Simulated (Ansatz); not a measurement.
`C[CH]([GeH3])Br` and `C[CH](Cl)[GeH3]` differ in one element.

Ansatz, PBE0-D4/def2-TZVP geometries, multiplicity 1. 

Scalar relativity is left out up to krypton.

| property | `C[CH]([GeH3])Br` |
| --- | --- |
| HOMO energy (PBE0/def2-TZVPP) / eV | -7.60 |
| HOMO energy (ωB97M-V/def2-TZVPP) / eV | -9.80 |
| LUMO energy (PBE0/def2-TZVPP) / eV | -0.23 |
| HOMO–LUMO gap (ωB97M-V/def2-TZVPP) / eV | 11.51 |
| LUMO energy (B3LYP/def2-TZVPP) / eV | -0.49 |
| HOMO energy (B3LYP/def2-TZVPP) / eV | -7.38 |

Task: Give the same properties after the change, and the shifts. (Best estimate.)

Result: Ansatz gave: 
```
                               property  `C[CH](Cl)[GeH3]`  shift
     HOMO energy (PBE0/def2-TZVPP) / eV              -7.83  -0.23
  HOMO energy (ωB97M-V/def2-TZVPP) / eV             -10.04  -0.24
     LUMO energy (PBE0/def2-TZVPP) / eV               0.34   0.57
HOMO–LUMO gap (ωB97M-V/def2-TZVPP) / eV              12.13   0.62
    LUMO energy (B3LYP/def2-TZVPP) / eV               0.08   0.57
    HOMO energy (B3LYP/def2-TZVPP) / eV              -7.61  -0.23
```

With PBE0 the HOMO falls by 0.23 eV and the LUMO rises by 0.57 eV, so the gap widens by about 0.80 eV. PBE moves the HOMO by -0.17 eV and ωB97M-V by -0.24 eV.

B3LYP here is the variant with VWN-RPA as its local correlation; programs differ in this.

Spin–orbit coupling is left out; it splits and shifts lone-pair levels of the heavy atoms by tenths of an eV.
